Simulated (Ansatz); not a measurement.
Ideal-gas functions of `[F][Ge]([F])([SH])[Cl]` at 600 K and 1 bar, from an Ansatz frequency run at PBE0-D4/def2-TZVP.

Molar mass 179.13 g/mol, point group C1 (symmetry number 1), electronic degeneracy 1, moments of inertia 195.56, 294.551, 347.73 u Å². Harmonic wavenumbers (cm⁻¹, unscaled): 79, 149, 161, 184, 233, 246, 420, 472, 732, 749, 781, 2706.

Use S(trans) = R[1.5 ln M + 2.5 ln T − 1.1517]; rotational temperatures θ = 24.2544 K / I; S(rot) = R[ln(√π/σ · √(T³/θAθBθC)) + 1.5]; for each mode x = 1.438777 ν̃/T, S = R[x/(eˣ − 1) − ln(1 − e⁻ˣ)] and H = RT x/(eˣ − 1); 1 cm⁻¹ = 0.0119627 kJ/mol; R = 8.31446 J/(mol·K).

Q: By hand: the entropy, in J/(mol·K).

A: Translation 188.1. Rotation: θ = 0.124, 0.0823, 0.0698 K, giving 127.1. Vibration, mode by mode: 22.16, 16.92, 16.28, 15.18, 13.26, 12.82, 8.60, 7.71, 4.63, 4.48, 4.22, 0.09, in all 126.4. Electronic 0.0. Sum 441.6 J/(mol·K).

Q: By hand: H − E and G − E in kJ/mol, counted from the electronic energy.

A: Zero-point energy ½ × 6912 × 0.0119627 = 41.3; thermal vibration 35.1; translation, rotation and pV give 4 RT = 20.0. H − E = 96.4 kJ/mol, and G − E = 96.4 − 600 × 441.6/1000 = -168.6 kJ/mol.

Vibration gives 29 % of the entropy, 39.1 J/(mol·K) of it from the modes under 150 cm⁻¹: soft modes count most, and the harmonic formula is weakest for them. The sum counts one conformer and one mirror image; others add a mixing term.
